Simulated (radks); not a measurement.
Values are calculated unless marked as measured or tabulated.
Task: The mean radii <r> (bohr) of the occupied orbitals of an atom or ion are listed with their occupations. Level of theory: scalar-relativistic Kohn-Sham, BLYP, spin-polarised, spherical densities, finite nucleus; Fermi nuclear charge, rms radius of each element as measured or else 0.836 A^(1/3) + 0.57 fm (a radial shooting solver on a logarithmic mesh with Libxc functionals).

orbital  occ.      <r>
1s down     1  0.03609
1s up       1  0.03609
2s up       1   0.1581
2s down     1   0.1580
2p up       3   0.1377
2p down     3   0.1377
3s up       1   0.4433
3s down     1   0.4433
3p up       3   0.4459
3p down     3   0.4459
3d up       5   0.4330
3d down     5   0.4329
4s up       1    1.147
4s down     1    1.143
4p up       3    1.274
4p down     3    1.271
4d up       2    1.715

Name the element and its charge. Open shells, if any, are filled with parallel spins first.

Result: Z = 41, niobium, charge +3: Nb3+ in [Kr] 4d2. The 1s radius gives Z: for a bare nucleus <r> = (2 gamma + 1)/(2Z) with gamma = sqrt(1 - (Z/c)^2), 0.03547 bohr for Z = 41, and screening makes it slightly larger (0.03609 here). The occupations add up to 38, and the charge is Z minus that.
